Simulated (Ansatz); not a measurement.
Energy needed to pull apart ZnHS (SMILES [S][ZnH]), doublet, into free ground-state atoms, from the structure below (displaced at random from a GFN2-xTB minimum); no zero-point or spin–orbit terms; open-shell atoms are treated unrestricted, in their ground-state multiplicity.

S1  (-1.813, 0.464, -0.841)
Zn2  (0.240, -0.048, 0.083)
H3  (1.754, -0.311, 0.762)
(Å)

Ansatz 0.2.0; basis: def2-TZVPP; cores frozen in the correlated methods; orbitals are unrestricted. The 3s and 3p shells of Cu and Zn are frozen; filled d shells are correlated.

```json
{"method": "PBE-D4", "atomization energy (kJ/mol)": "420"}
{"method": "r2SCAN-D4", "atomization energy (kJ/mol)": "438"}
{"method": "PBE0-D4", "atomization energy (kJ/mol)": "?"}
{"method": "BHLYP-D4", "atomization energy (kJ/mol)": "402"}
{"method": "wB97X-V", "atomization energy (kJ/mol)": "435"}
{"method": "wB97M-V", "atomization energy (kJ/mol)": "423"}
{"method": "HF", "atomization energy (kJ/mol)": "295"}
{"method": "MP2", "atomization energy (kJ/mol)": "?"}
{"method": "CCSD", "atomization energy (kJ/mol)": "389"}
{"method": "CCSD(T)", "atomization energy (kJ/mol)": "395"}
```

(1) What does MP2 give? (To be estimated.)

(2) What does PBE0-D4 give? (Judge from chemistry; the value comes from the calculation.)

T1 diagnostic: at most 0.017. ⟨S²⟩ of the unrestricted Hartree–Fock references: 0.76 (a pure state has 0.75).

Results:

(1) The calculation gives: 396 kJ/mol, which is about 0 kJ/mol more than CCSD(T)/def2-TZVPP.

(2) The calculation gives: 419 kJ/mol, which is about 23 kJ/mol more than CCSD(T)/def2-TZVPP.

In triple zeta the MP2 and coupled-cluster atomization energies are still short of their basis limit by a few kcal/mol a bond, whereas those of the functionals are nearly converged, so these differences are not deviations from converged CCSD(T).

For scale, one of the runs: CCSD(T)/def2-TZVPP forces, 120 basis functions (an equivalent command: `ansatz run in.yaml --threads 4`). Hardware: 4 CPU threads, shared host. Wall time 94 s; peak host memory 2.4 GiB.
